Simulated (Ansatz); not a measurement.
Geometry optimisation, Ansatz, RKS BHLYP/6-31G*.

input.yaml

```yaml
crystal:
  periodic: [false, false, false]
  atoms:
    - { symbol: C, position_ang: [-0.1432, -2.4588, 1.8318] }
    - { symbol: Si, position_ang: [0.3681, -1.3477, 0.4257] }
    - { symbol: O, position_ang: [0.0982, 0.2723, 0.6867] }
    - { symbol: Si, position_ang: [0.51, 1.7369, -0.0344] }
    - { symbol: Si, position_ang: [-0.5822, 1.914, -2.1111] }
    - { symbol: Cl, position_ang: [-0.2629, 3.1592, 1.2734] }
    - { symbol: H, position_ang: [-1.2339, -2.2798, 2.0167] }
    - { symbol: H, position_ang: [0.017, -3.4552, 1.5934] }
    - { symbol: H, position_ang: [0.3488, -2.1588, 2.7857] }
    - { symbol: H, position_ang: [1.8167, -1.5616, 0.1904] }
    - { symbol: H, position_ang: [-0.3653, -1.7036, -0.7931] }
    - { symbol: H, position_ang: [1.9247, 1.934, -0.1174] }
    - { symbol: H, position_ang: [-0.3739, 3.2822, -2.7175] }
    - { symbol: H, position_ang: [-0.0848, 0.9005, -3.013] }
    - { symbol: H, position_ang: [-2.0592, 1.7157, -1.9878] }
basis:
  gaussian: { orbitals: "6-31G*" }
hamiltonian:
  xc: { name: BHLYP }
relax:
  f_tol: 0.02
  max_steps: 50
```

Run as:

```bash
$ ansatz run input.yaml --threads 2 --pin off --max-ram 3072MiB --backend cpu --events-out ev --progress --plain --runs-dir out
```

Problem. Where does it end, and by what steps?

Solution. The run converged. The force dipped under the threshold on the way, but the program's further checks kept it going. After 38 steps the energy has fallen by 0.323 eV; H11 moved furthest, 1.16 Å.

| step | energy less start (eV) | largest force component (eV/Å) | accepted |
| --- | --- | --- | --- |
| 0 | 0.0000 | 3.181 | yes |
| 2 | -0.2520 | 0.326 | yes |
| 4 | -0.2623 | 0.119 | yes |
| 6 | -0.2880 | 0.247 | yes |
| 8 | -0.2985 | 0.167 | yes |
| 10 | -0.3026 | 0.137 | yes |
| 12 | -0.3064 | 0.150 | yes |
| 14 | -0.3126 | 0.102 | yes |
| 16 | -0.3155 | 0.193 | yes |
| 18 | -0.3176 | 0.136 | yes |
| 20 | -0.3190 | 0.058 | yes |
| 22 | -0.3194 | 0.037 | yes |
| 24 | -0.3202 | 0.017 | yes |
| 26 | -0.3207 | 0.042 | yes |
| 28 | -0.3212 | 0.012 | yes |
| 30 | -0.3207 | 0.145 | no |
| 32 | -0.3211 | 0.155 | no |
| 34 | -0.3222 | 0.067 | yes |
| 36 | -0.3226 | 0.039 | yes |
| 38 | -0.3227 | 0.015 | yes |

```xyz
15
Properties=species:S:1:pos:R:3
C -0.284 -2.011 1.929
Si 0.620 -1.772 0.317
O 0.340 -0.262 -0.295
Si 0.479 1.355 -0.291
Si -0.710 2.268 -2.077
Cl -0.305 2.108 1.484
H -1.357 -1.891 1.802
H -0.103 -3.011 2.323
H 0.045 -1.292 2.677
H 2.076 -1.942 0.509
H 0.156 -2.739 -0.696
H 1.902 1.739 -0.268
H -0.589 3.740 -2.049
H -0.158 1.767 -3.353
H -2.135 1.893 -1.984
```

Time of the run: 2.4 min on 2 threads of AMD EPYC 9R14 (Zen 4), on a shared host, peak memory 0.36 GiB.
